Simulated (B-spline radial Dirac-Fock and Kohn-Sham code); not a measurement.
# K⁺ 2p3/2: cross section and angular parameters

System: the K⁺ ion in the configuration [Ne] 3s2 3p6; threshold 304.7 eV (orbital energy of the model). Level of theory: Dirac-Hartree-Slater photoionisation with a Latter tail; cross sections with all multipoles, angular parameters from the dipole term and its interference with E2; an atomic code on a B-spline grid.

For linearly polarised light dσ/dΩ = σ/(4π) [1 + β P₂(cos θ) + (δ + γ cos²θ) sin θ cos φ], with θ from the polarisation vector and φ the angle between the beam and the projection of the electron momentum on the plane normal to the polarisation.

| hν (eV) | σ (kb) | β | γ | δ |
| --- | --- | --- | --- | --- |
| 366 | 1460 | 1.106 | -0.051 | 0.010 |
| 854 | 178 | 1.462 | 0.286 | 0.024 |
| 945 | 134 | 1.445 | 0.333 | 0.026 |
| 1253.6 | 59.4 | 1.371 | 0.462 | 0.034 |
| 1270 | 57.2 | 1.367 | 0.467 | 0.035 |
| 2000 | 14.3 | 1.192 | 0.665 | 0.057 |
| 2050 | ? | ? | ? | ? |
| 2730 | 5.32 | 1.048 | 0.789 | 0.081 |
| 2984.4 | 3.98 | 1.005 | 0.823 | 0.089 |
| 4900 | 0.751 | 0.763 | 0.993 | 0.148 |
| 4980 | 0.711 | 0.755 | 0.998 | 0.151 |
| 5710 | 0.442 | 0.690 | 1.040 | 0.172 |
| 9251.7 | 0.0789 | 0.479 | 1.171 | 0.262 |
| 11200 | 0.0392 | 0.404 | 1.219 | 0.306 |
| 12000 | 0.0304 | 0.379 | 1.236 | 0.322 |
| 13700 | 0.0185 | 0.332 | 1.269 | 0.356 |
| 15000 | 0.0132 | 0.300 | 1.291 | 0.381 |

Q: Give the values at 2050 eV.

A: σ = 13.3 kb, β = 1.181, γ = 0.675, δ = 0.059.

Values without a named source are computed, but for edge energies of neutral atoms, which are taken from tables.
